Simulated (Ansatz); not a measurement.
BCl2(SiH3) (SiBH₃Cl₂), 7 atoms. Hardware: 4 threads of Arm Neoverse V1 on a shared host.

Correlated methods freeze 16 core orbitals.

Task: How many basis functions does each of these Ansatz runs have, and roughly what does it cost? CCSD(T)/def2-TZVPP, charge 1 doublet at the geometry of the charge 0 singlet, energy, from earlier orbitals; MP2/def2-TZVP, charge 0 singlet, energy, from earlier orbitals; LDA (SPW92)/def2-TZVP, charge 0 singlet, energy, from earlier orbitals; PBE-D4/def2-SVP, charge 0 singlet, relaxation, 6 steps; PBE0-D4/def2-TZVP, charge 1 doublet at the geometry of the charge 0 singlet, energy, from earlier orbitals; PBE0-D4/def2-SVP, charge 1 doublet at the geometry of the charge 0 singlet, energy with a search over starts; B2PLYP/def2-TZVP, charge 0 singlet, energy, from earlier orbitals; PBE0-D4/def2-SVP, charge -1 doublet at the geometry of the charge 0 singlet, energy with a search over starts; PBE0-D4/def2-SVP, charge 0 singlet, energy with a search over starts; r2SCAN-D4/def2-TZVP, charge 0 triplet at the geometry of the charge 0 singlet, energy, from earlier orbitals; BHLYP-D4/def2-TZVP, charge 0 singlet, energy, from earlier orbitals; B3LYP-D4/6-31G, charge 0 singlet, energy.

Result: Other jobs shared the machine, so times can vary by a factor of up to 3. A dash marks memory too small to be measured apart from the calling script's.

```json
{"run": "B3LYP-D4/6-31G, charge 0 singlet, energy", "functions": "54", "fitting or Cholesky vectors": "642", "wall time": "0.6 s", "peak host memory (GiB)": "–"}
{"run": "LDA (SPW92)/def2-TZVP, charge 0 singlet, energy, from earlier orbitals", "functions": "160", "fitting or Cholesky vectors": "1065", "wall time": "0.91 s", "peak host memory (GiB)": "–"}
{"run": "MP2/def2-TZVP, charge 0 singlet, energy, from earlier orbitals", "functions": "160", "fitting or Cholesky vectors": "998", "wall time": "1.1 s", "peak host memory (GiB)": "–"}
{"run": "PBE0-D4/def2-SVP, charge 0 singlet, energy with a search over starts", "functions": "83", "fitting or Cholesky vectors": "786", "wall time": "1.1 s", "peak host memory (GiB)": "–"}
{"run": "PBE0-D4/def2-SVP, charge -1 doublet at the geometry of the charge 0 singlet, energy with a search over starts", "functions": "83", "fitting or Cholesky vectors": "786", "wall time": "1.4 s", "peak host memory (GiB)": "–"}
{"run": "PBE0-D4/def2-SVP, charge 1 doublet at the geometry of the charge 0 singlet, energy with a search over starts", "functions": "83", "fitting or Cholesky vectors": "786", "wall time": "1.8 s", "peak host memory (GiB)": "–"}
{"run": "BHLYP-D4/def2-TZVP, charge 0 singlet, energy, from earlier orbitals", "functions": "160", "fitting or Cholesky vectors": "1197", "wall time": "1.8 s", "peak host memory (GiB)": "–"}
{"run": "B2PLYP/def2-TZVP, charge 0 singlet, energy, from earlier orbitals", "functions": "160", "fitting or Cholesky vectors": "998", "wall time": "2.6 s", "peak host memory (GiB)": "–"}
{"run": "PBE0-D4/def2-TZVP, charge 1 doublet at the geometry of the charge 0 singlet, energy, from earlier orbitals", "functions": "160", "fitting or Cholesky vectors": "1105", "wall time": "2.9 s", "peak host memory (GiB)": "–"}
{"run": "r2SCAN-D4/def2-TZVP, charge 0 triplet at the geometry of the charge 0 singlet, energy, from earlier orbitals", "functions": "160", "fitting or Cholesky vectors": "1065", "wall time": "5.5 s", "peak host memory (GiB)": "–"}
{"run": "PBE-D4/def2-SVP, charge 0 singlet, relaxation, 6 steps", "functions": "83", "fitting or Cholesky vectors": "914", "wall time": "5.5 s", "peak host memory (GiB)": "–"}
{"run": "CCSD(T)/def2-TZVPP, charge 1 doublet at the geometry of the charge 0 singlet, energy, from earlier orbitals", "functions": "199", "fitting or Cholesky vectors": "1170", "wall time": "7.3 min", "peak host memory (GiB)": "2.5"}
```
